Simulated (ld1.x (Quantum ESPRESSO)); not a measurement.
**Before and after: TM potential for barium (Ba)**

```
Element                 : Ba (Z = 56)
Generator               : ld1.x (Quantum ESPRESSO) 7.5
Type                    : norm-conserving Troullier–Martins (Kleinman–Bylander form)
Functional              : LDA (PZ)
Relativity              : scalar-relativistic
Frozen core             : [Xe]
Valence charge          : 2
Reference configuration : 5d0 6s1 6p0 (charge +1)
Partial waves           : 6p (bound, empty): rc 3.70 bohr; 5d (bound, empty): rc 4.05 bohr; 6s (bound): rc 2.85 bohr
Local potential         : the s channel
Core correction         : none
```

Change: wave 6s (bound): rc 2.85 bohr becomes 6s (bound): rc 4.08 bohr.

Cutoffs: the cutoffs (Ry, on a coarse ladder) from which the occupation-weighted sum of valence levels, in a spherical-Bessel basis at the reference potential, stays within 10 and 1 mRy of its value at 400 Ry; they do not see the model core or the augmentation charge, which bear on the density cutoff. Errors are all-electron minus pseudo energies relative to the spin-unpolarised reference configuration.

Question: What does the change do?

Answer: The potential gets softer (8 Ry and 25 Ry → 6 Ry and 6 Ry); the bound ghosts move from p, s to p; of the 9 tests that both files solve, the error grows in 0 and shrinks in 3 by more than 15 % and 0.3 meV (median size 57.8 → 53.7 meV). A larger radius leaves more room for a smooth pseudo-wave, so fewer plane waves are needed. That the errors move this way runs against the usual rule that smaller radii transfer better.

| quantity | base | changed |
| --- | --- | --- |
| cutoff, loose | 8 Ry | 6 Ry |
| cutoff, tight | 25 Ry | 6 Ry |
| bound ghosts | p, s (extra level of the local part) | p |
| error for 5d0 6s2 6p0, meV [ΔE -5.54 eV] | +58 | +46 |
| error for 5d0 6s1.5 6p0, meV [ΔE -3.33 eV] | +20 | +17 |
| error for 5d0 6s1 6p1, meV [ΔE -3.42 eV] | +15 | +13 |
| error for 5d0 6s0 6p2, meV [ΔE -1.18 eV] | +49 | +54 |
| error for 5d0.5 6s1.5 6p0, meV [ΔE -4.90 eV] | +195 | +148 |
| error for 5d0 6s0 6p1, meV [ΔE 2.71 eV] | +67 | +71 |
| error for 5d1 6s0 6p0, meV [ΔE 0.73 eV] | +521 | +359 |
| error for 5d0 6s1 6p0 (spin-polarised), meV [ΔE -0.15 eV] | +85 | +80 |
| error for 5d0 6s1.5 6p0 (spin-polarised), meV [ΔE -3.36 eV] | +30 | +26 |

 A true bound ghost makes a file unfit for plane-wave use even where its test errors are small: the radial tests pick states by their node count and pass the ghost by.
